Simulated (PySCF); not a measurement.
Electron correlation in Hf (hafnium, neutral)

[Xe] 4f14 5d2 6s2, high-spin 3F determinant. Computed with PySCF 2.14 in def2-QZVPPD with the def2 core potential (60 electrons) (7s6p4d3f2g, 84 functions), with scalar relativity through the core potential. Frozen: 5s2 5p6; 4 electrons correlated.

| level | correlation energy (mhartree) |
| --- | --- |
| CCSD | -62.33 |
| (T) | -3.42 |
| CCSD(T) | -65.75 |

Diagnostics: T1 = 0.028, D1 = 0.0676, largest double amplitude 0.051.

Spin-orbit coupling, absent here, splits the open shell strongly.

Cost of the coupled-cluster step: about 15 core-seconds, for 4 correlated electrons.
